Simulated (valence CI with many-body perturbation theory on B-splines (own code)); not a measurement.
**A CI+MBPT run for Xe L**

Computed by valence CI with perturbative core correlation (CI+MBPT): three valence electrons over a frozen Dirac-Fock core [He], radial functions for each j: 11 s, 11 p, 10 d, 8 f, 5 g, 2 h, with the one-electron correlation potential Σ1 (screened to all orders), the two-electron term Σ2, the three-electron term Σ3, Breit, model QED; selected single and double excitations, second order for the rest, scaled by the run's own slope (own B-spline code, finite nucleus).

Command, and the settings that its task file holds:

```sh
python run_cv.py task.json out
```

```
atom Xe  Z=54  mass_number=132  rms_radius_fm=4.7859
core [He]
valence 2s2 2p1
avg = 1
basis = M
breit = 1
cap = 32000
capref = 2000
cscale = 1
de = 0.0
dress = 0
eps = 2e-08
extrap = 1
h = 0.27
hh = 1
l2 = 3
lcore = 6
maxit = 60
n2 = 5
natural = 1
nlev = 150
nno = [5, 5, 5, 4, 2, 1]
nroot = 36
nsp = [6, 6, 5, 4, 3, 1]
pt2 = 1
qed = 1
rpa = 1
s1 = 1
s2 = 1
s3 = 1
screen = 1
tol = 2e-05
whole = 1
```

It took 66 s on 1 thread of Arm Neoverse V2 (shared host).

Log. The first blocks belong to the next ion, which gives the ionisation energy. Fields: 2J, parity (1 odd), roots, reference size, generating configurations, candidates as configurations/state functions, variational space P, stored matrix elements, Davidson steps; e2 is the range of second-order energies in hartree. The first line gives the box (bohr), its intervals, the orbitals and the steps of their self-consistent field. Window is the range of levels sought, series limit the energy at which the first omitted orbital would enter, core excitation an estimate of the first excitation out of the core, left out the lowest levels not solved, and shifts from estimates the range by which levels moved from their first estimate, all in cm⁻¹.

```
rmax 3.0 intervals 57 orbitals 83 references ['2s2 2p', '2s 2p2', '2p3'] scf 2 t 0.4
2J=0 par=0 roots 2 ref 20 generators 3 cand 396/396 P 373/373 nnz 0 it 0
2J=0 par=0 roots 2 ref 20 generators 3 cand 43/43 P 391/391 nnz 0 it 0
   second order: generators 4 cand 25/25 e2 -0.00000 -0.00000
2J=0 par=1 roots 2 ref 17 generators 3 cand 344/344 P 321/321 nnz 0 it 0
2J=0 par=1 roots 2 ref 17 generators 5 cand 40/40 P 342/342 nnz 0 it 0
   second order: generators 6 cand 19/19 e2 -0.00000 -0.00000
2J=2 par=1 roots 2 ref 40 generators 2 cand 922/922 P 783/783 nnz 0 it 0
2J=2 par=1 roots 2 ref 40 generators 2 cand 179/179 P 880/880 nnz 0 it 0
   second order: generators 4 cand 82/82 e2 -0.00000 -0.00000
reference levels 1013, estimated 767, window 58247603 1/cm; series limit 68729356, core excitation 242435161
2J=1 par=1 roots 25 ref 80 generators 23 cand 10480/15964 P 4936/7168 nnz 4.4e+06 it 5
2J=1 par=1 roots 25 ref 80 generators 25 cand 9674/14691 P 9069/13635 nnz 1.4e+07 it 7
   second order: generators 34 cand 7593/11663 e2 -0.00002 -0.00000
2J=1 par=0 roots 27 ref 82 generators 25 cand 10682/16349 P 4877/7169 nnz 4.4e+06 it 4
2J=1 par=0 roots 27 ref 82 generators 27 cand 10777/16431 P 9355/14233 nnz 1.6e+07 it 7
   second order: generators 37 cand 6299/9367 e2 -0.00002 -0.00000
2J=3 par=1 roots 34 ref 122 generators 26 cand 14511/30495 P 3608/7225 nnz 5.4e+06 it 5
2J=3 par=1 roots 34 ref 122 generators 27 cand 13518/28432 P 9973/21306 nnz 3.6e+07 it 7
   second order: generators 37 cand 8281/16959 e2 -0.00002 -0.00000
2J=3 par=0 roots 34 ref 120 generators 25 cand 15697/33711 P 3583/7223 nnz 5.4e+06 it 4
2J=3 par=0 roots 34 ref 120 generators 28 cand 15847/34709 P 10531/22726 nnz 4e+07 it 7
   second order: generators 38 cand 8899/19206 e2 -0.00003 -0.00000
2J=5 par=0 roots 28 ref 121 generators 24 cand 17068/42415 P 3387/7225 nnz 5.6e+06 it 5
2J=5 par=0 roots 28 ref 121 generators 26 cand 17317/43392 P 10317/24971 nnz 5e+07 it 7
   second order: generators 35 cand 10387/25646 e2 -0.00003 -0.00000
2J=5 par=1 roots 23 ref 116 generators 19 cand 15835/38242 P 3400/7218 nnz 5.5e+06 it 5
2J=5 par=1 roots 23 ref 116 generators 20 cand 16107/39340 P 9431/22418 nnz 4.2e+07 it 7
   second order: generators 33 cand 13517/35586 e2 -0.00002 -0.00000
2J=7 par=1 roots 12 ref 92 generators 12 cand 12329/34336 P 3304/7184 nnz 5.3e+06 it 5
...
2J=9 par=0 roots 6 ref 60 generators 6 cand 7244/21686 P 5214/12777 nnz 1.8e+07 it 7
   second order: generators 11 cand 8510/26464 e2 -0.00002 -0.00001
2J=11 par=0 roots 2 ref 26 generators 2 cand 4326/12093 P 2257/5020 nnz 2.9e+06 it 4
2J=11 par=0 roots 2 ref 26 generators 2 cand 3276/9598 P 2827/6554 nnz 5.3e+06 it 4
   second order: generators 4 cand 3565/10075 e2 -0.00001 -0.00001
2J=11 par=1 roots 1 ref 29 generators 2 cand 2843/7358 P 2087/4656 nnz 3.2e+06 it 4
2J=11 par=1 roots 1 ref 29 generators 3 cand 4011/11432 P 2437/5547 nnz 4.8e+06 it 4
   second order: generators 3 cand 3661/10541 e2 -0.00001 -0.00001
left out: unestimated 68815728, estimated 61504474, shifts from estimates -13 to 67
operators 0.2
```

The Davidson iterations converged.

The last digits are not significant, and no measured levels were compared; by estimate large intervals hold to a few tenths of a per cent, small ones and those within an open d or f shell to about a per cent.

```yaml
Valence_energy: -1052.491 hartree
Ionisation_energy: "9238.2 eV (NIST: 9243 ± 4 eV (theoretical))"
Reference_configurations_for_the_orbitals: 2s2 2p, 2s 2p2, 2p3
Radial_orbitals: 83
Box_radius: 2.987 bohr
Largest_variational_space: 24971
Lowest_levels: (2s^2 2p1/2) J=1/2 0.000, (2s 2p1/2^2) J=1/2 12.008, (2s^2 2p3/2) J=3/2 26.336, (2s 2p1/2 2p3/2) J=3/2 [a] 34.713, (2s 2p1/2 2p3/2) J=5/2 37.042, (2s 2p1/2 2p3/2) J=3/2 [b] 40.725, (2s 2p1/2 2p3/2) J=1/2 40.743, (2p1/2^2 2p3/2) J=3/2 53.580, (2s 2p3/2^2) J=5/2 62.382, (2s 2p3/2^2) J=1/2 67.802, (2s 2p3/2^2) J=3/2 67.879, (2p1/2 2p3/2^2) J=3/2 77.583, (2p1/2 2p3/2^2) J=5/2 79.027, (2p1/2 2p3/2^2) J=1/2 81.847 Ry
```

Levels are named by their leading jj configuration (3d3/2^4 stands for four electrons in 3d with j = 3/2), which in mixed levels can hold well under half, so a name can repeat and another be missing. Letters in brackets count levels of one name in rising energy.
